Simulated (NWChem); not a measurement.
System: C2H5NOSi; SMILES O=C/C=N/[SiH3]

NWChem input:

```
start job
memory heap 200 mb stack 900 mb global 1100 mb
geometry units angstroms noautoz
  O      0.249221     2.931877     0.317277
  C     -0.319385     1.933460    -0.069071
  C      0.224395     0.551688     0.163880
  N     -0.419768    -0.455758    -0.266622
  Si     0.087014    -2.133344    -0.072321
  H     -1.280644     1.956014    -0.622275
  H      1.180323     0.522368     0.713643
  H     -0.988838    -2.837846     0.666922
  H      1.378539    -2.265737     0.665183
  H      0.221241    -2.715179    -1.430156
end
basis spherical
  * library def2-svp
end
dft
  xc b3lyp
  iterations 150
  mulliken
end
task dft energy
```

Excerpt of the output:

```
             Northwest Computational Chemistry Package (NWChem) 7.3.0
             --------------------------------------------------------

 CS  symmetry detected

                             Geometry "geometry" -> ""
                             -------------------------

 Output coordinates in angstroms (scale by  1.889725989 to convert to a.u.)

  No.       Tag          Charge          X              Y              Z
 ---- ---------------- ---------- -------------- -------------- --------------
    1 O                    8.0000     0.27481088    -2.94649843     0.00000000
    2 C                    6.0000    -0.37877278    -1.92559566     0.00000000
    3 C                    6.0000     0.25217087    -0.56134978     0.00000000
    4 N                    7.0000    -0.48859369     0.47136182     0.00000000
    5 Si                  14.0000     0.10039396     2.13327915     0.00000000
    6 H                    1.0000    -1.48800890    -1.91304795     0.00000000
    7 H                    1.0000     1.35528748    -0.56692685     0.00000000
    8 H                    1.0000    -0.44130355     2.79476078    -1.21213391
    9 H                    1.0000     1.59109341     2.21867237     0.00000000
   10 H                    1.0000    -0.44130355     2.79476078     1.21213391

 Effective nuclear repulsion energy (a.u.)     195.3267587999

      Symmetry information
      --------------------

 Group name             Cs
 Group number              2
 Group order               2
 No. of unique centers     9

                                 NWChem DFT Module
                                 -----------------

 Summary of "ao basis" -> "ao basis" (spherical)
 ------------------------------------------------------------------------------
       Tag                 Description            Shells   Functions and Types
 ---------------- ------------------------------  ------  ---------------------
 O                          def2-svp                 6       14   3s2p1d
 C                          def2-svp                 6       14   3s2p1d
 N                          def2-svp                 6       14   3s2p1d
 Si                         def2-svp                 8       18   4s3p1d
 H                          def2-svp                 3        5   2s1p

      Symmetry analysis of basis
      --------------------------

        a'         70
        a"         29

            General Information
            -------------------
          SCF calculation type: DFT
          Wavefunction type:  closed shell.
          No. of atoms     :    10
          No. of electrons :    46
           Alpha electrons :    23
            Beta electrons :    23
          Charge           :     0
          Spin multiplicity:     1
          Use of symmetry is: on ; symmetry adaption is: on
          Maximum number of iterations: 150
          AO basis - number of functions:    99
                     number of shells:    47
          Convergence on energy requested:  1.00D-06
          Convergence on density requested:  1.00D-05
          Convergence on gradient requested:  5.00D-04

              XC Information
              --------------
                         B3LYP Method XC Potential
                     Hartree-Fock (Exact) Exchange  0.200
                        Slater Exchange Functional  0.800 local
                    Becke 1988 Exchange Functional  0.720 non-local
              Lee-Yang-Parr Correlation Functional  0.810
                  VWN I RPA Correlation Functional  0.190 local

             Grid Information
             ----------------
          Grid used for XC integration:  medium
          Radial quadrature: Mura-Knowles
          Angular quadrature: Lebedev.
          Tag              B.-S. Rad. Rad. Pts. Rad. Cut. Ang. Pts.
          ---              ---------- --------- --------- ---------
          O                   0.60       49          14.0       434
          C                   0.70       49          12.0       434
          N                   0.65       49           8.0       434
          Si                  1.10       88          11.0       590
          H                   0.35       45          12.0       434
          Grid pruning is: on
          Number of quadrature shells:   464
          Spatial weights used:  Erf1

      Superposition of Atomic Density Guess
      -------------------------------------

 Sum of atomic energies:        -495.41989590

      Non-variational initial energy
      ------------------------------

 Total energy =    -497.627442
 1-e energy   =   -1068.534063
 2-e energy   =     375.579862
 HOMO         =      -0.280952
 LUMO         =      -0.114537

      Symmetry analysis of molecular orbitals - initial
      -------------------------------------------------

  Numbering of irreducible representations:

     1 a'          2 a"

  Orbital symmetries:

     1 a'          2 a'          3 a'          4 a'          5 a'
     6 a'          7 a'          8 a"          9 a'         10 a'
    11 a'         12 a'         13 a'         14 a'         15 a'
    16 a'         17 a"         18 a'         19 a"         20 a'
    21 a"         22 a'         23 a'         24 a"         25 a'
    26 a"         27 a'         28 a"         29 a'         30 a'
    31 a'         32 a'         33 a'

     ---------------------------------------------
      Total Density - Mulliken Population Analysis
     ---------------------------------------------

    Atom       Charge   Shell Charges
 -----------   ------   -------------------------------------------------------
    1 O    8     8.68   1.99  1.13  0.68  3.03  1.83  0.01
    2 C    6     5.36   1.99  0.95  0.26  1.56  0.52  0.08
    3 C    6     5.70   1.99  0.97  0.25  1.73  0.71  0.05
    4 N    7     7.66   1.99  1.08  0.55  2.44  1.57  0.02
    5 Si  14    13.41   2.00  1.99  0.98  0.26  5.94  1.09  0.97  0.17
    6 H    1     0.98   0.70  0.26  0.02
    7 H    1     0.96   0.69  0.25  0.02
    8 H    1     1.08   0.70  0.37  0.01
    9 H    1     1.09   0.70  0.38  0.01
   10 H    1     1.08   0.70  0.37  0.01

   convergence    iter        energy       DeltaE   RMS-Dens  Diis-err
 ---------------- ----- ----------------- --------- --------- ---------
 d= 0,ls=0.0,diis     1   -498.2977603679 -6.94D+02  2.10D-02  1.03D+00
 d= 0,ls=0.0,diis     2   -497.9578771092  3.40D-01  1.46D-02  4.58D+00
 d= 0,ls=0.0,diis     3   -498.4279313782 -4.70D-01  2.36D-03  3.19D-02
 d= 0,ls=0.0,diis     4   -498.4281096321 -1.78D-04  1.45D-03  2.95D-02
 d= 0,ls=0.0,diis     5   -498.4309637381 -2.85D-03  4.20D-04  3.64D-03
  Resetting Diis
 d= 0,ls=0.0,diis     6   -498.4313952098 -4.31D-04  5.31D-05  3.47D-05
 d= 0,ls=0.0,diis     7   -498.4313993592 -4.15D-06  3.96D-05  3.17D-06
 d= 0,ls=0.0,diis     8   -498.4313990173  3.42D-07  2.23D-05  6.73D-06
 d= 0,ls=0.0,diis     9   -498.4313997016 -6.84D-07  4.77D-06  6.59D-07

         Total DFT energy =     -498.431399701591
      One electron energy =    -1071.610367902073
           Coulomb energy =      426.923630986467
    Exchange-Corr. energy =      -49.071421585923
 Nuclear repulsion energy =      195.326758799937

 Numeric. integr. density =       45.999977917192

                  Occupations of the irreducible representations
                  ----------------------------------------------

                     irrep           alpha         beta
                     --------     --------     --------
                     a'               19.0         19.0
                     a"                4.0          4.0

                       DFT Final Molecular Orbital Analysis
                       ------------------------------------

 Vector   21  Occ=2.000000D+00  E=-3.363818D-01  Symmetry=a"
              MO Center= -1.7D-01,  8.3D-01, -8.1D-15, r^2= 5.0D+00
   Bfn.  Coefficient  Atom+Function         Bfn.  Coefficient  Atom+Function
  ----- ------------  ---------------      ----- ------------  ---------------
    48     -0.301941   4 N  pz               34      0.281877   3 C  pz
    85      0.236048   8 H  s                95     -0.236048  10 H  s
     6     -0.218730   1 O  pz               51      0.205688   4 N  pz
    37      0.193387   3 C  pz               66     -0.182825   5 Si pz
    86      0.157613   8 H  s                96     -0.157613  10 H  s

 Vector   22  Occ=2.000000D+00  E=-2.972635D-01  Symmetry=a'
              MO Center= -8.2D-02, -9.4D-01, -2.0D-15, r^2= 4.5D+00
   Bfn.  Coefficient  Atom+Function         Bfn.  Coefficient  Atom+Function
  ----- ------------  ---------------      ----- ------------  ---------------
     4      0.379191   1 O  px               46     -0.373226   4 N  px
    49      0.265553   4 N  px                7      0.257005   1 O  px
    31     -0.249180   3 C  s                17      0.210303   2 C  s
     5      0.196174   1 O  py               33      0.167241   3 C  py
    75      0.164493   6 H  s                90     -0.141954   9 H  s

 Vector   23  Occ=2.000000D+00  E=-2.618618D-01  Symmetry=a'
              MO Center= -1.3D-01, -1.0D+00, -1.1D-16, r^2= 3.8D+00
   Bfn.  Coefficient  Atom+Function         Bfn.  Coefficient  Atom+Function
  ----- ------------  ---------------      ----- ------------  ---------------
    46      0.323348   4 N  px                4      0.308025   1 O  px
     5      0.239154   1 O  py               49     -0.239923   4 N  px
     7      0.220877   1 O  px               76      0.203597   6 H  s
    45      0.201185   4 N  s                81      0.200308   7 H  s
    31     -0.194068   3 C  s                 8      0.183305   1 O  py

 Vector   24  Occ=0.000000D+00  E=-1.011739D-01  Symmetry=a"
              MO Center= -1.1D-01, -9.5D-01,  2.1D-16, r^2= 3.4D+00
   Bfn.  Coefficient  Atom+Function         Bfn.  Coefficient  Atom+Function
  ----- ------------  ---------------      ----- ------------  ---------------
    51      0.350308   4 N  pz               48     -0.343833   4 N  pz
     6      0.339004   1 O  pz                9      0.315419   1 O  pz
    20     -0.307326   2 C  pz               37     -0.300353   3 C  pz
    34     -0.298649   3 C  pz               23     -0.265748   2 C  pz
    69      0.170254   5 Si pz               86      0.161902   8 H  s

 Vector   25  Occ=0.000000D+00  E= 1.936546D-02  Symmetry=a'
              MO Center=  3.3D-01,  2.1D+00, -1.2D-14, r^2= 3.8D+00
   Bfn.  Coefficient  Atom+Function         Bfn.  Coefficient  Atom+Function
  ----- ------------  ---------------      ----- ------------  ---------------
    68      1.263732   5 Si py               45      0.854354   4 N  s
    86     -0.444149   8 H  s                96     -0.444149  10 H  s
    81     -0.438950   7 H  s                35      0.325594   3 C  px
    50      0.217401   4 N  py               65      0.204886   5 Si py
    31      0.180061   3 C  s                91     -0.163274   9 H  s

 Vector   26  Occ=0.000000D+00  E= 2.561950D-02  Symmetry=a"
              MO Center= -1.0D-01, -1.1D+00, -1.8D-16, r^2= 3.2D+00
   Bfn.  Coefficient  Atom+Function         Bfn.  Coefficient  Atom+Function
  ----- ------------  ---------------      ----- ------------  ---------------
    23      0.584644   2 C  pz               37     -0.571217   3 C  pz
    20      0.449584   2 C  pz               34     -0.416238   3 C  pz
     9     -0.337855   1 O  pz               51      0.292348   4 N  pz
     6     -0.278811   1 O  pz               69      0.278004   5 Si pz
    86      0.230270   8 H  s                96     -0.230270  10 H  s

     ---------------------------------------------
      Total Density - Mulliken Population Analysis
     ---------------------------------------------

    Atom       Charge   Shell Charges
 -----------   ------   -------------------------------------------------------
    1 O    8     8.18   1.99  1.11  0.66  2.82  1.59  0.02
    2 C    6     5.81   1.99  0.97  0.22  1.99  0.57  0.08
    3 C    6     5.97   1.99  0.96  0.26  2.04  0.68  0.06
    4 N    7     7.27   1.99  1.04  0.54  2.37  1.31  0.02
    5 Si  14    13.49   2.00  1.98  1.05  0.17  5.93  1.30  0.85  0.23
    6 H    1     1.00   0.75  0.23  0.02
    7 H    1     0.99   0.75  0.22  0.02
    8 H    1     1.09   0.75  0.33  0.01
    9 H    1     1.11   0.75  0.35  0.01
   10 H    1     1.09   0.75  0.33  0.01

     -------------------------------------------
      Total Density - Lowdin Population Analysis
     -------------------------------------------

    Atom       Charge   Shell Charges
 -----------   ------   -------------------------------------------------------
    1 O    8     8.11   1.97  0.93  0.65  2.68  1.85  0.03
    2 C    6     5.90   1.96  0.63  0.32  1.79  1.00  0.20
    3 C    6     5.98   1.97  0.63  0.31  1.84  1.09  0.14
    4 N    7     7.20   1.97  0.81  0.49  2.21  1.68  0.04
    5 Si  14    13.51   2.00  1.93  0.66  0.34  5.82  1.30  1.13  0.35
    6 H    1     1.00   0.65  0.29  0.07
    7 H    1     0.99   0.64  0.28  0.07
    8 H    1     1.09   0.65  0.42  0.02
    9 H    1     1.11   0.65  0.43  0.02
   10 H    1     1.09   0.65  0.42  0.02

     Multipole analysis of the density
     ---------------------------------

     L   x y z        total         alpha         beta         nuclear
     -   - - -        -----         -----         ----         -------
     0   0 0 0     -0.000000    -23.000000    -23.000000     46.000000

     1   1 0 0      0.079217      0.039608      0.039608     -0.000000
     1   0 1 0      0.782713      0.391357      0.391357      0.000000
     1   0 0 1      0.000000      0.000000      0.000000      0.000000

     2   2 0 0    -28.414403    -33.188737    -33.188737     37.963072
     2   1 1 0      2.111191     -1.760105     -1.760105      5.631400
     2   1 0 1      0.000000      0.000000      0.000000      0.000000
     2   0 2 0    -32.950491   -343.916223   -343.916223    654.881954
     2   0 1 1     -0.000000     -0.000000     -0.000000      0.000000
     2   0 0 2    -27.527900    -19.010803    -19.010803     10.493705
```

Level: B3LYP/def2-SVP. The geometry was optimised at B3LYP/6-31G* (spherical d).
